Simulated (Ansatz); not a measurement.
Mulliken charges of AsH6NSi, SMILES `N[AsH][SiH3]` from PBE/def2-TZVPP in Ansatz (PBE0-D4/def2-TZVP geometry).

| atom | x (Å) | y (Å) | z (Å) | charge (e) |
| --- | --- | --- | --- | --- |
| N1 | -1.101 | 0.719 | -1.146 | -0.397 |
| As2 | 0.735 | 0.438 | -0.989 | 0.133 |
| Si3 | 0.557 | -1.065 | 0.829 | 0.135 |
| H4 | -1.304 | 1.291 | -1.954 | 0.145 |
| H5 | -1.525 | 1.144 | -0.332 | 0.155 |
| H6 | 1.144 | 1.593 | -0.060 | -0.033 |
| H7 | 1.890 | -1.194 | 1.478 | -0.046 |
| H8 | 0.124 | -2.393 | 0.327 | -0.042 |
| H9 | -0.431 | -0.580 | 1.831 | -0.049 |

Q: By hand: the dipole of these point charges (1 e Å = 4.8032 D).

A: Σ q r = (0.076, 0.125, -0.069) e Å, of length 0.162 e Å = 0.78 D.

Q: How does the dipole of the full density compare? (An estimate is asked.)

A: Computed: (-0.084, 0.259, 0.034) e Å, 1.32 D; the point charges give 0.59 times that, at 58° from its direction.

Point charges leave out the atoms' own dipoles, such as those of lone pairs, and Mulliken's split depends on the basis, so the two needn't agree.
